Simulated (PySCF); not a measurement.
**Two-component Hartree-Fock for Zr²⁺ (zirconium, charge +2)**

Start: [Kr] 4d2; 4d5/2 filled at m_j = +3/2, +5/2. Calculated with PySCF 2.14 in x2c-SVPall-2c with one added diffuse shell each of s, p, d type (7s9p7d1f, 76 functions): generalised Hartree-Fock with the X2C-1e Hamiltonian and a Gaussian nucleus; one run each with spin-orbit coupling (SO) switched off, then screened by Boettger's factors. This is a chosen level, not necessarily the ground level.

```tsv
spinor shell	electrons	ε, spin-free (eV)	ε, screened SO (eV)	weight of nominal j (screened SO)	rms radius, screened SO (bohr)
1s1/2	2	-18109.3	-18108.6	1.000	0.0426
2s1/2	2	-2592.5	-2592.3	1.000	0.176
2p1/2	2	-2308.0	-2367.2	1.000	0.154
2p3/2	4	-2308.0	-2280.0	1.000	0.158
3s1/2	2	-467.84	-467.83	1.000	0.488
3p1/2	2	-372.26	-382.11	1.000	0.489
3p3/2	4	-372.26	-367.64	1.000	0.500
3d3/2	4	-215.16	-216.63	0.989	0.494
3d5/2	6	-215.16	-214.20	0.992	0.497
4s1/2	2	-82.310	-82.334	1.000	1.30
4p1/2	2	-54.952	-56.233	0.826	1.45
4d5/2	2	-22.807	-22.774	0.887	2.19
```

Task: Where does 4p3/2 lie, and what is the 4p spin-orbit splitting (screened SO)?

Result: At -54.390 eV, 1.843 eV above 4p1/2.

```csv
quantity,spin-free,screened SO
E (hartree),-3595.05703,-3595.38404
M_J,4,4
⟨J²⟩,20.007,20.007
⟨L²⟩,12.006,12.021
⟨S²⟩,2.001,2.007
```

Each row is a mean over spinors that exchange with the open shell spreads, by up to 5.099 eV (4p3/2).

Rows whose weight is well below 1 are mixtures of j = l ± 1/2: exchange outweighs spin-orbit coupling there, and the label is only the starting occupation.

Breit and QED terms are absent; they matter most for the inner s and p1/2 levels.

Densities and radii are taken from the X2C orbitals without a picture-change correction, which distorts them close to the nucleus.

Without spin-orbit coupling the j labels of p, d and f shells carry no meaning; the spin-free column gives the mean over the occupied spinors of each nl shell.
